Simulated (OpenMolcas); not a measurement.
d9 ions of charge +2 down a group with 4 chloride ligands in tetrahedral coordination

| Quantity | Value |
| --- | --- |
| Program | OpenMolcas 26.06 |
| Method | CASSCF |
| Spin-orbit coupling | state interaction with AMFI integrals over the reference wave functions |

The d shell is active. Anionic complexes are neutralised by point charges behind the ligands. Distances were set from a Shannon-type radius of the metal (high-spin where two are listed) plus a fixed donor radius (Cl 1.76 Å). Ligand basis ANO-RCC-VTZP, DKH2 Hamiltonian. States (labels of Td). Energies in cm-1 above the lowest state or level, χT in cm3 K/mol; under a threefold ground state the first gap can be a small split of the lowest multiplet, not the spin-orbit step; 10Dq is the gap between the two states; 10Dq is negative for this site. Spin-only χT is S(S+1) / 2 for the spin of the ground state.

```
 Ion  Shell  R (Å)   Metal basis  Outer charge (e at Å behind ligand)  Ground state  First state of that spin   10Dq  First gap with spin-orbit (degeneracies)  χT at 300 K  Spin-only χT
Cu2+    3d9   2.33  ANO-RCC-VTZP                           0.5 at 3.2           2T2                   2E 1827  -1827                              685.5 (2, 4)        0.977         0.375
Ag2+    4d9   2.55  ANO-RCC-VTZP                           0.5 at 3.2           2T2                   2E 4011  -4011                               1354 (2, 4)        0.569         0.375
```

|10Dq| changes by a factor of 4011 / 1827 = 2.20 from Cu2+ to Ag2+.

χT departs most from the spin-only value for Cu2+, by +0.602 cm3 K/mol.

An orbital triplet at a regular site is open to Jahn-Teller coupling, which can distort the site and quench the lowest spin-orbit gaps and is left out. Ligand-to-metal charge-transfer states are missing. With metal d orbitals alone and no dynamic correlation the field as a rule comes out too small, by tens of per cent, by up to half for chloride and softer ligands, and with too little covalency χT stands high (holds for Cu2+). With metal d orbitals alone the field can be off either way by tens of per cent (holds for Ag2+). No measured value stands beside these numbers; the geometry was imposed, not optimised, and the real ion may take another.
